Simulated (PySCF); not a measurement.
Species: C₅H₁₃OPSi.
Atom-mapped SMILES: `[O:1]=[P@@H:2]1[CH2:3][CH2:4][CH2:5][CH2:6][C@@H:7]1[SiH3:8]`

NICS = −σ at a ghost point: NICS(0) at the centroid of the ring atoms, NICS(1) 1 Å to either side along the normal of their mean plane, zz for the tensor component along that normal. Level: GIAO PBE0/pcSseg-1 (PySCF, non-relativistic, gas phase) on the GFN2-xTB geometry, one conformer.

Ring bond lengths (Å), with Mayer bond orders in brackets: P2–C3 1.824 (0.92), C3–C4 1.522 (1.01), C4–C5 1.527 (1.03), C5–C6 1.526 (1.03), C6–C7 1.524 (0.99), C7–P2 1.815 (0.90).

Task: What do the NICS probes read (ppm)?

Result: 
```tsv
ring	type	NICS(0)	NICS(1), two faces	NICS(1)zz, two faces	rms pucker (Å)	centre to ring atoms, mean (Å)
P2–C3–C4–C5–C6–C7	6-membered ring with P; formal bonds all single	-3.6	-3.3 / -2.5	1.3 / 2.8	0.25	1.56
```

Task: What do they say, and how far can they be read as aromaticity?

Result: 
- P2–C3–C4–C5–C6–C7: mean NICS(1)zz 2.0 ppm, near zero. P2, C3, C4, C5, C6, C7 have four or more neighbours; no verdict on aromaticity is drawn.

Task: Give the inner angles of the rings and the Hirshfeld charges of the ring atoms.

Result: 
- P2–C3–C4–C5–C6–C7: P2 104.7° (+0.397 e), C3 111.4° (-0.113 e), C4 112.1° (-0.066 e), C5 112.5° (-0.068 e), C6 112.8° (-0.067 e), C7 109.9° (-0.152 e); sum 663.4° against 720° for a flat convex ring.
